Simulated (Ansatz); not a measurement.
Reaction (substitution at a C–Br bond): `BrC1CO[SiH2]1` + H–F → `FC1CO[SiH2]1` + HBr

Isolated molecules relaxed with PBE0-D4/def2-TZVP in Ansatz; ΔE leaves out vibrations. CCSD(T)/CBS adds triple-zeta CCSD(T) − MP2 to the extrapolated MP2 energy (def2 sets, frozen cores). This one scheme is used for every species. DFT in def2-TZVPP. For Br outer-core shells are correlated without core-valence functions, which leaves a few kJ/mol of doubt a bond. Scalar relativity is left out up to krypton.

Problem. Is it downhill or uphill in electronic energy at CCSD(T)/CBS, and by how much? (Best estimate.)

Solution. Ansatz gave: Uphill: ΔE = +52.0 kJ/mol.

Problem. What do these levels give: r2SCAN-D4, PBE, r2SCAN, HF/def2-TZVPP, SCS-MP2/def2-QZVPP, MP2/CBS(def2)? (An estimate is asked.)

Solution. Ansatz gave: r2SCAN-D4 35.1, PBE 33.0, r2SCAN 33.8, HF/def2-TZVPP 23.9, SCS-MP2/def2-QZVPP 55.0, MP2/CBS(def2) 67.0 kJ/mol.

Largest T1 diagnostic among the species: 0.012.

The D4 term adds +9.3 kJ/mol with B3LYP and +4.9 kJ/mol with PBE0; it sums over pairs of atoms, weighted by their polarisabilities, and B3LYP, whose exchange is more repulsive, gets the larger term. From PBE to PBE0 (25 % exact exchange), in def2-TZVPP and without D4, ΔE moves by +3.5 kJ/mol.

B3LYP here is the variant with VWN-RPA as its local correlation; programs differ in this.
